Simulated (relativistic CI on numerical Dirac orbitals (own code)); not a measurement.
## V+ in a cubic cluster: L2,3 absorption with charge transfer

Computed with a charge-transfer multiplet model of a cubic metal-ligand cluster with up to one ligand hole, Slater and spin-orbit integrals from Dirac-Coulomb-Breit ions, Slater integrals scaled by 0.9. The ground state mixes d4 with configurations of k ligand holes L, whose averages lie at kΔ + k(k − 1)U_dd/2; a core hole lowers each added d electron by U_cd. 20 K, Lorentzian 0.4 eV and Gaussian 0.3 eV FWHM.

Atomic integrals in eV (Slater integrals scaled, ζ unscaled), ground: F2dd 6.798, F4dd 4.177, zeta_d 0.015; with the core hole: F2dd 7.692, F4dd 4.741, zeta_d 0.025, zeta_core 4.617, F2cd 4.213, G1cd 2.979, G3cd 1.688.

Cluster parameters (eV): Δ = 9, U_dd = 5, 10Dq = 1.15, 10Dq(ligand) = 0.7, V(eg) = 2.35, V(t2g) = -1.17, final-state hopping factor = 1.

| Case | n_d | d4 | d5L | S |
| --- | --- | --- | --- | --- |
| U_cd = 6 eV | 4.14 | 0.86 | 0.14 | 2.00 |
| U_cd = 6.6 eV | 4.14 | 0.86 | 0.14 | 2.00 |
| U_cd = 7.2 eV | 4.14 | 0.86 | 0.14 | 2.00 |

Weights, n_d and S are thermal averages at 20 K. Photon energies count from the first peak over 30 % of the highest in each spectrum, which can be another peak from case to case. The parameters are a model scan and need not match a compound or its usual spin state. Peaks in eV (height, largest 100):
- U_cd = 6 eV: 0.0 (61), 1.4 (100), 2.3 (67), 5.7 (19), 6.8 (40), 8.5 (32), 9.2 (36)
- U_cd = 6.6 eV: 0.0 (61), 1.5 (100), 2.3 (67), 5.8 (19), 6.8 (40), 9.2 (35)
- U_cd = 7.2 eV: 0.0 (62), 1.5 (100), 2.3 (68), 5.8 (19), 6.8 (40), 8.6 (31), 9.2 (36)

Curve for U_cd = 6 eV (points under 2 left out, the grid thinned):

| E (eV) | Intensity |
| --- | --- |
| -2.3 | 2.1 |
| -2.0 | 3.2 |
| -1.6 | 5.8 |
| -1.3 | 6.3 |
| -1.0 | 10.2 |
| -0.6 | 26.8 |
| -0.3 | 46.6 |
| 0.0 | 60.9 |
| 0.4 | 43.7 |
| 0.7 | 52.2 |
| 1.0 | 68.1 |
| 1.3 | 95.7 |
| 1.7 | 85.3 |
| 2.0 | 64.1 |
| 2.3 | 66.8 |
| 2.7 | 49.3 |
| 3.0 | 32.6 |
| 3.3 | 26.9 |
| 3.7 | 22.3 |
| 4.0 | 16.4 |
| 4.3 | 12.9 |
| 4.7 | 9.4 |
| 5.0 | 8.5 |
| 5.3 | 11.4 |
| 5.7 | 19.3 |
| 6.0 | 19.0 |
| 6.3 | 22.8 |
| 6.7 | 39.3 |
| 7.0 | 35.8 |
| 7.3 | 29.7 |
| 7.7 | 25.1 |
| 8.0 | 22.4 |
| 8.3 | 29.1 |
| 8.7 | 31.3 |
| 9.0 | 34.0 |
| 9.3 | 34.8 |
| 9.6 | 24.8 |
| 10.0 | 18.0 |
| 10.3 | 13.0 |
| 10.6 | 9.0 |
| 11.0 | 5.9 |
| 11.3 | 4.4 |
| 11.6 | 3.7 |
| 12.0 | 2.9 |
| 12.3 | 2.1 |

For the case U_cd = 6 eV, Δ = 9 eV is larger than U_dd = 5 eV, the Mott-Hubbard side of the Zaanen-Sawatzky-Allen scheme. With the core hole the configuration with one ligand hole lies at Δ + U_dd − U_cd = 8.0, 7.4, 6.8 eV from the one without, in the order of the table; where this is negative the screened configuration lies lower.

With at most 1 ligand hole the space is cut while the next configuration still counts, so covalency is underestimated, and a final configuration with one more ligand hole, which can lie low, is missing from the spectra.
